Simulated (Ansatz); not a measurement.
A structure relaxed at PBE0-D4/def2-TZVP, charge 0, multiplicity 2:

```json
{"atom": "O1", "x (Å)": "-0.028", "y (Å)": "0.570", "z (Å)": "0.961"}
{"atom": "Si2", "x (Å)": "0.300", "y (Å)": "0.008", "z (Å)": "-0.530"}
{"atom": "F3", "x (Å)": "-0.694", "y (Å)": "0.770", "z (Å)": "-1.500"}
{"atom": "F4", "x (Å)": "-0.028", "y (Å)": "-1.546", "z (Å)": "-0.637"}
{"atom": "H5", "x (Å)": "0.450", "y (Å)": "0.198", "z (Å)": "1.706"}
```

Task: Give its formula and SMILES.

Result: F2HOSi, `O[Si](F)F`.

Task: Summarise the bond lengths by kind.

Result: 1 × O–Si 1.627 Å; 1 × H–O 0.959 Å; 2 × F–Si 1.584 to 1.592 Å.

All numbers were calculated with Ansatz.
